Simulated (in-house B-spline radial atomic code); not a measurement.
Multiplet parameters of the 3p3 shell in the titanium ion Ti⁷⁺ ([Ne] 3s2 3p3). Computed with an all-electron radial atomic-structure program (B-spline basis): non-relativistic Hartree-Fock, average of configuration, point nucleus.

Slater integrals: F^2 = 106992 cm⁻¹. Central-field spin-orbit parameter ζ(3p) = 4452 cm⁻¹ (bare central field on non-relativistic orbitals, without two-electron terms: too large for light atoms, too small for heavy ones).

With F₂ = F^2/25 = 4280 cm⁻¹:

(1) Where do the terms lie in LS coupling, without spin-orbit interaction?

(2) Is LS coupling a fair picture here?

## Answers

(1) In cm⁻¹ above the Hund's-rule term:
| term | expression | energy |
| --- | --- | --- |
| 4S | 0 F₂ | 0 |
| 2D | 9 F₂ | 38517 |
| 2P | 15 F₂ | 64195 |

(2) Unscaled Hartree-Fock integrals overestimate measured term splittings, because correlation screens the repulsion; fits to spectra scale them down, most for low charges. Here ζ is 1.04 times F₂, so the coupling is intermediate: spin-orbit interaction mixes the terms, and LS labels name only the largest part.
